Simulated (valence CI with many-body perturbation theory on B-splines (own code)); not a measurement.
Values are calculated unless marked as measured or tabulated.
**Hyperfine factors and g values of Ir⁴⁶⁺**

Level of theory: relativistic CI+MBPT: three valence electrons over a frozen Dirac-Fock core [Ar] 3d10, a basis of 11 s, 11 p, 9 d, 7 f, 5 g, 2 h, 1 i functions for each j, with the one-electron correlation potential Σ1, the two-electron term Σ2, the three-electron term Σ3, Breit, model QED; selected CI, second order for the rest (own B-spline code, finite nucleus).

The last digits are not significant, and no measured levels were compared; by estimate large intervals hold to a few tenths of a per cent, small ones and those within an open d or f shell to about a per cent.

A/g_I is the dipole constant over the nuclear g factor μ/I (μ in nuclear magnetons, uniformly magnetised nucleus), B/Q the quadrupole constant per barn. Both hold the static response of the core; the bare values leave it out. Large factors of s and p1/2 electrons are usually good to 5 to 10 %; those of open d and f shells near neutrality can be off by tens of per cent, and small factors of p3/2, d and f electrons come from cancelling terms and can be off by a factor of two or in sign, in half-filled shells by more. B is blank for J = 1/2, where it vanishes, and for nearly pure S terms. Energies count from the lowest level.

Levels are named by their leading jj configuration (3d3/2^4 stands for four electrons in 3d with j = 3/2), which in mixed levels can hold well under half, so a name can repeat and another be missing. Letters in brackets count levels of one name in rising energy.

```csv
Level,E (eV),g,A/g_I (MHz),A/g_I bare,B/Q (MHz/b),B/Q bare
(4s^2 4p1/2) J=1/2,0.00,0.658,643000,624000,,
(4s 4p1/2^2) J=1/2,104.57,2.166,1930000,1870000,,
(4s^2 4p3/2) J=3/2,121.43,1.329,70700,68100,142000,138000
(4s 4p1/2 4p3/2) J=3/2 [a],211.81,1.652,454000,440000,115000,112000
(4s 4p1/2 4p3/2) J=5/2,220.77,1.354,559000,541000,104000,101000
(4s 4p1/2 4p3/2) J=3/2 [b],233.35,0.983,15700,15200,89000,86400
(4s 4p1/2 4p3/2) J=1/2,235.79,1.245,-699000,-677000,,
(4s^2 4d3/2) J=3/2,293.15,0.815,25200,25500,19800,19700
(4s^2 4d5/2) J=5/2,315.26,1.239,69900,68400,13300,13300
(4p1/2^2 4p3/2) J=3/2,337.96,1.323,65600,64100,133000,129000
(4s 4p3/2^2) J=5/2,341.77,1.393,405000,392000,54400,52900
(4s 4p3/2^2) J=1/2,357.13,1.908,1970000,1910000,,
(4s 4p3/2^2) J=3/2,360.83,1.196,-303000,-293000,-28600,-27800
(4s 4p1/2 4d3/2) J=3/2 [a],375.47,0.501,-177000,-171000,28900,28400
(4s 4p1/2 4d3/2) J=5/2,383.19,1.037,517000,502000,6380,6680
(4s 4p1/2 4d3/2) J=1/2,397.01,0.397,-802000,-775000,,
(4s 4p1/2 4d3/2) J=3/2 [b],398.41,1.295,504000,489000,18400,18000
(4s 4p1/2 4d5/2) J=5/2 [a],409.67,1.357,185000,180000,24200,23900
(4s 4p1/2 4d5/2) J=7/2,415.42,1.246,375000,364000,2440,2840
(4s 4p1/2 4d5/2) J=5/2 [b],421.38,1.059,21100,21400,27400,26900
(4s 4p1/2 4d5/2) J=3/2,422.45,1.143,-400000,-386000,-369,-56.4
(4p1/2 4p3/2^2) J=3/2,458.36,1.380,-62600,-59900,24300,23600
(4p1/2 4p3/2^2) J=5/2,458.61,1.157,178000,173000,23800,23200
(4p1/2 4p3/2^2) J=1/2,465.33,0.659,632000,611000,,
(4s^2 4f5/2) J=5/2,492.80,0.859,-23600,-22000,26400,25000
(4p1/2^2 4d3/2) J=3/2,497.91,0.773,35200,34300,24800,24500
(4s^2 4f7/2) J=7/2,500.02,1.154,61600,60400,46800,44700
(4s 4p3/2 4d3/2) J=3/2 [a],505.84,1.320,279000,270000,-6550,-6630
(4s 4p3/2 4d3/2) J=1/2 [a],505.90,2.300,1000000,970000,,
(4s 4p3/2 4d3/2) J=5/2 [a],506.05,1.258,322000,312000,32100,31000
(4s 4p3/2 4d3/2) J=7/2,511.50,1.266,266000,259000,85900,83400
(4s 4p3/2 4d5/2) J=9/2,520.20,1.329,251000,244000,173000,168000
(4s 4p3/2 4d3/2) J=3/2 [b],520.94,0.983,26900,26700,-78500,-76100
(4s 4p3/2 4d3/2) J=1/2 [b],529.74,0.586,277000,270000,,
(4p1/2^2 4d5/2) J=5/2,529.77,1.192,4590,6090,20500,20300
(4s 4p3/2 4d5/2) J=5/2 [a],532.42,1.348,386000,375000,-77500,-75100
(4s 4p3/2 4d3/2) J=5/2 [b],533.05,0.951,-95100,-91600,88300,86100
(4s 4p3/2 4d5/2) J=3/2 [a],537.47,1.172,-147000,-142000,-78900,-76500
(4s 4p3/2 4d5/2) J=7/2 [a],539.47,1.193,56000,54800,139000,135000
(4s 4p3/2 4d5/2) J=7/2 [b],549.61,1.212,83100,81300,72100,70400
```

(1) Take the isotope of mass number 193, with I = 3/2, μ = 0.163 μN and Q = 0.751 b. What is the hyperfine structure of (4s 4p1/2 4p3/2) J=3/2 [b]?

## Answers

(1) From the table A = 1710 MHz, B = 66900 MHz. Shifts from the centre of gravity in MHz: F = 0: 77200, F = 1: 12000, F = 2: -51500, F = 3: 20600.
